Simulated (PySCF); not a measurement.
# Exercise with solution: oscillator strength and radiative lifetime

C5H8, SMILES C(C1CC1)=C.

Geometry optimised at B3LYP-D3(BJ)/def2-SVP. The values are those of a single conformer.

PySCF with TDDFT-ωB97X/def2-SVPD puts the first singlet state with f over 0.02 at 7.03 eV (vertical), with the transition dipole (-1.812, -0.351, 0.000) in atomic units.

Task: Find the oscillator strength, the wavelength and the radiative lifetime that this transition would have in vacuum if emission retraced absorption.

Result: 
|μ|² = 3.4065 au, so |μ| = 4.69 D. ΔE = 7.03/27.211 = 0.2583 hartree. f = (2/3) ΔE |μ|² = 0.587 (the program prints 0.586).
λ = 1239.84/7.03 = 176 nm; ν = 56701 cm⁻¹.
Einstein's coefficient A = 0.6670 ν² f s⁻¹ (ν in cm⁻¹) = 1.3e9 s⁻¹, so τ = 1/A = 0.79 ns. This state is S1. The figure is the radiative limit of this one transition; relaxation, internal conversion, crossing to triplets and a medium change what is measured.
